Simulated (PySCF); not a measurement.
**Electron correlation in P⁺ (phosphorus, charge +1)**

[Ne] 3s2 3p2, high-spin 3P determinant. Computed with PySCF 2.14 in jorge-DZP-DKH, with scalar relativity by spin-free X2C-1e. Frozen: [Ne]; 4 electrons correlated.

MP2 pair energies summed by pair of shells (mhartree):

| pair | energy | share (%) |
| --- | --- | --- |
| 3s-3p | -30.32 | 60.1 |
| 3s-3s | -14.76 | 29.2 |
| 3p-3p | -5.40 | 10.7 |

Total MP2 correlation energy: -50.47 mhartree.

Same-spin part -8.47 and opposite-spin part -42.00 mhartree; SCS-MP2 scales them by 1/3 and 6/5 to -53.22 mhartree.

```json
{"level": "CCSD", "correlation energy (mhartree)": "-70.81"}
{"level": "(T)", "correlation energy (mhartree)": "-0.98"}
{"level": "CCSD(T)", "correlation energy (mhartree)": "-71.79"}
```

Diagnostics: T1 = 0.0079, D1 = 0.0214, largest double amplitude 0.106.

Cost of the coupled-cluster step: 0.11 s of wall time on 1 thread of Intel(R) Xeon(R) Platinum 8488C (shared host), for 4 correlated electrons.

Iterations:

```
CC2 = 0
CCSD nocc = (np.int64(3), np.int64(1)), nmo = (19, 19)
frozen orbitals [[0, 1, 2, 3, 4], [0, 1, 2, 3, 4]]
max_cycle = 100
direct = 0
conv_tol = 1e-08
conv_tol_normt = 1e-06
diis_space = 8
diis_start_cycle = 0
Init t2, MP2 energy = -0.0504720325368989
Init E_corr(UCCSD) = -0.0504720325375051
cycle = 1  E_corr(UCCSD) = -0.0643787426446283  dE = -0.0139067101  norm(t1,t2) = 0.0507616
cycle = 2  E_corr(UCCSD) = -0.0684552665539453  dE = -0.00407652391  norm(t1,t2) = 0.0191669
cycle = 3  E_corr(UCCSD) = -0.0708044371728774  dE = -0.00234917062  norm(t1,t2) = 0.00861355
cycle = 4  E_corr(UCCSD) = -0.0707918704012972  dE = 1.25667716e-05  norm(t1,t2) = 0.00151762
cycle = 5  E_corr(UCCSD) = -0.0708097757276294  dE = -1.79053263e-05  norm(t1,t2) = 0.000226544
cycle = 6  E_corr(UCCSD) = -0.070803639731039  dE = 6.13599659e-06  norm(t1,t2) = 2.99604e-05
cycle = 7  E_corr(UCCSD) = -0.0708060961234481  dE = -2.45639241e-06  norm(t1,t2) = 6.40612e-06
cycle = 8  E_corr(UCCSD) = -0.0708054605496653  dE = 6.35573783e-07  norm(t1,t2) = 1.91741e-06
cycle = 9  E_corr(UCCSD) = -0.0708054861342357  dE = -2.55845704e-08  norm(t1,t2) = 1.97771e-07
cycle = 10  E_corr(UCCSD) = -0.0708054890449192  dE = -2.9106835e-09  norm(t1,t2) = 3.31833e-08
UCCSD converged
E(UCCSD) = -341.2273921446901  E_corr = -0.07080548904491919
UCCSD(T) correction = -0.000975441490685673
```
